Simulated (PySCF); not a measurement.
## Fractional electron number in As (arsenic, neutral)

The 4p alpha orbital of [Ar] 3d10 4s2 4p3 is emptied in steps (occupation f), with all orbitals relaxed, ending at [Ar] 3d10 4s2 4p2. Calculation: PySCF 2.14, in def2-TZVPPD; the non-relativistic Hamiltonian (point nucleus). The exact energy is a straight line in f; departures are measured from the line between the end points of the same method.

Among UHF, LDA, PBE, PBE0, r2SCAN, LC-wPBE, BHandHLYP, wB97X, HSE06, r2SCAN0, which shows the largest delocalisation error (convex curve), and which is closest to linear?

Most convex: LDA (-1.002 eV at f = 0.4); closest to linear: LC-wPBE (-0.051 eV).

```tsv
f	UHF (eV)	LDA (eV)	PBE (eV)	PBE0 (eV)	r2SCAN (eV)	LC-wPBE (eV)	BHandHLYP (eV)	wB97X (eV)	HSE06 (eV)	r2SCAN0 (eV)
1	0.000	0.000	0.000	0.000	0.000	0.000	0.000	0.000	0.000	0.000
0.8	0.095	-0.663	-0.646	-0.462	-0.607	-0.038	-0.290	-0.080	-0.527	-0.437
0.6	0.140	-0.999	-0.971	-0.692	-0.905	-0.054	-0.435	-0.120	-0.791	-0.649
0.4	0.138	-1.002	-0.971	-0.690	-0.896	-0.051	-0.435	-0.121	-0.790	-0.641
0.2	0.090	-0.670	-0.647	-0.458	-0.592	-0.031	-0.290	-0.082	-0.526	-0.422
0	0.000	0.000	0.000	0.000	0.000	0.000	0.000	0.000	0.000	0.000
```

```csv
method,E(f=0) − E(f=1) (eV),−ε at f=1 (eV),−ε at f=0.4 (eV)
UHF,9.447,10.050,9.321
LDA,10.053,5.930,10.871
PBE,9.898,5.871,10.707
PBE0,9.968,7.082,10.554
r2SCAN,10.124,6.313,10.914
LC-wPBE,10.028,9.785,10.087
BHandHLYP,9.757,7.947,10.120
wB97X,9.720,9.223,9.811
HSE06,9.948,6.656,10.609
r2SCAN0,10.125,7.376,10.700
```

Reference removal energy between the ground levels: 9.789 eV (measured; NIST Atomic Spectra Database, ionization energies). The calculation has no spin-orbit coupling. UHF lacks correlation.
